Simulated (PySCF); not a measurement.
Al(CF3)(F)(OH) (CHAlF4O), SMILES [OH][Al]([C](F)(F)F)[F]. Heavy atoms are numbered as in [Al:1]([C:2]([F:3])([F:4])[F:5])([F:6])[OH:7]. Hydrogens are named by the atom that carries them.

Geometry optimised at PBE0-D3(BJ)/def2-SVP. The structure was generated by enumeration; whether it is a known compound was not checked. One conformer was computed; it need not be the lowest.

These are ωB97X/def2-TZVP run with PySCF values and carry that method's errors.

ESP charges are fitted to the potential on shells at 1.4 to 2.0 van der Waals radii. Atomic charges (e), one atom of each kind:

| atom | Löwdin | meta-Löwdin | ESP fit |
|---|---|---|---|
| Al1 | 0.12 | 1.25 | 1.11 |
| C2 | -0.74 | ? | 0.26 |
| F3 | 0.19 | -0.27 | -0.19 |
| F6 | -0.02 | ? | -0.45 |
| O7 (OH) | -0.10 | ? | -0.87 |
| H on O7 | 0.19 | 0.36 | 0.47 |

### Question
Complete the blanks. (An estimate is asked for; the answer gives what the named calculation found.)

### Answer

- C2, meta-Löwdin: 0.52
- F6, meta-Löwdin: -0.53
- O7 (OH), meta-Löwdin: -0.77
